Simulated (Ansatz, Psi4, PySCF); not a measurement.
C2HO2, charge -1, singlet, at a GFN2-xTB geometry (in this run its highest filled SCF level lies above zero, so its values depend strongly on the basis, on diffuse functions most of all). Base run: BHANDHLYP/6-31G* (PySCF).

Geometry (Å):
```xyz
5

C      0.3171     0.5478    -0.1954
C     -0.0360    -0.7087     0.0620
O      0.8124     1.6295     0.0836
O     -1.1397    -1.3458     0.0233
H      0.9317    -1.3043    -0.0544
```
Charge -1, spin multiplicity 1.
All else is at PySCF's defaults.

The same geometry, method and basis name were run in Ansatz (a quantum-chemistry and plane-wave program) and Psi4 and PySCF, at each program's defaults and at the settings that a row names. The base is PySCF at its defaults. Differences at the defaults can come from grids, fitting, cores and function types together.

```json
[
 {"code and settings": "PySCF, defaults (exact integrals, its default grid, spherical functions)", "ΔE vs base (mEh)": "0.000", "basis functions": "58", "E (Eh)": "-227.05688", "SCF cycles": "13"},
 {"code and settings": "Psi4, defaults (density fitting with its default set, its default grid, Cartesian functions)", "ΔE vs base (mEh)": "[?]", "basis functions": "62", "E (Eh)": "[?]", "SCF cycles": "11"},
 {"code and settings": "Ansatz, defaults (factorised integrals, its default grid, Cartesian functions)", "ΔE vs base (mEh)": "-2.931", "basis functions": "62", "E (Eh)": "-227.05981", "SCF cycles": "-"},
 {"code and settings": "PySCF, density fitting with def2-universal-jkfit", "ΔE vs base (mEh)": "0.042", "basis functions": "58", "E (Eh)": "-227.05684", "SCF cycles": "13"},
 {"code and settings": "PySCF, fine grid", "ΔE vs base (mEh)": "0.000", "basis functions": "58", "E (Eh)": "-227.05688", "SCF cycles": "13"},
 {"code and settings": "Psi4, exact integrals, spherical functions, fine grid", "ΔE vs base (mEh)": "0.000", "basis functions": "58", "E (Eh)": "-227.05688", "SCF cycles": "15"},
 {"code and settings": "Ansatz, high accuracy, Cartesian functions as the basis file defines them", "ΔE vs base (mEh)": "-2.941", "basis functions": "62", "E (Eh)": "-227.05982", "SCF cycles": "-"}
]
```

Task: Some entries are withheld; supply them.

Result: 
- Psi4, defaults (density fitting with its default set, its default grid, Cartesian functions), ΔE vs base (mEh): -2.777
- Psi4, defaults (density fitting with its default set, its default grid, Cartesian functions), E (Eh): -227.05966
